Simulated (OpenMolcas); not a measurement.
Pt4+ (d6) among equal point charges was computed by CASSCF with the d shell active (OpenMolcas, ANO-RCC-VDZP on the metal). Its lowest spin-free states, and all those of the highest spin:

```tsv
2S+1	Degeneracy	E (cm-1)
5	1	0.0
5	2	1730
5	1	9029
5	1	14961
3	1	15926
3	2	16582
3	1	17270
3	2	19269
3	1	20495
3	1	20608
3	2	21907
3	1	22877
```

Question: Is the site octahedral, tetrahedral or cube-like, axial, or of lower symmetry?

Answer: The states with 2S+1 = 5 have orbital degeneracies 1, 2, 1, 1. There are pairs but no triples, so the site is axial: not cubic, but with a proper or improper axis of order three or more. The run had Pt4+ among 5 point charges of -2 e arranged as a square pyramid (C4v), 2.2 Å from the ion, with the axial distance 2.728 Å.

Spin-orbit coupling mixes the spin-free states strongly: the lowest level takes only 50 % from its leading state, 2S+1 = 5. Without dynamic correlation the repulsion within the d shell is too large (B by tens of per cent), so at a given field states of lower spin stand too high. Point charges give a weaker field than real ligands, and real ions of this kind are as a rule low spin; the high spin found here belongs to the model. Point charges carry no covalency, so the field is a model and not that of real ligands. An unlabelled pair can be two single states that coincide in this model. No measured value stands beside these numbers.
